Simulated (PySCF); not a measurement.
**Working out the ionisation energy of Br**

Br [Ar] 3d10 4s2 4p5 (2P) → Br⁺ [Ar] 3d10 4s2 4p4 (3P). Computed with PySCF 2.14 in def2-SVP (5s4p3d, 32 functions), with the non-relativistic Hamiltonian (point nucleus). Frozen: [Ar] 3d10. Energies in hartree (1 hartree = 27.21139 eV):

```json
{"part": "UHF", "Br (lower)": "-2572.082202", "Br⁺ (upper)": "-2571.685173"}
{"part": "CCSD correlation", "Br (lower)": "-0.112285", "Br⁺ (upper)": "-0.093729"}
{"part": "(T)", "Br (lower)": "-0.001329", "Br⁺ (upper)": "-0.001151"}
```

Q: What does Hartree-Fock give?

A: (-2571.685173) − (-2572.082202) = 0.397029 hartree = 10.804 eV.

Q: What do CCSD and CCSD(T) give?

A: The CCSD correlation energies differ by 0.018556 hartree = 0.505 eV and the triples by 0.000178 hartree = 0.005 eV, so CCSD gives 11.309 eV and CCSD(T) 11.314 eV.

Measured between the centres of the two terms (NIST): 11.844 eV, so CCSD(T) (valence) is off by -0.530 eV.

The calculation is non-relativistic.

A double-zeta basis recovers only part of the correlation energy.

What remains against the reference includes basis incompleteness, the frozen core and higher excitations.
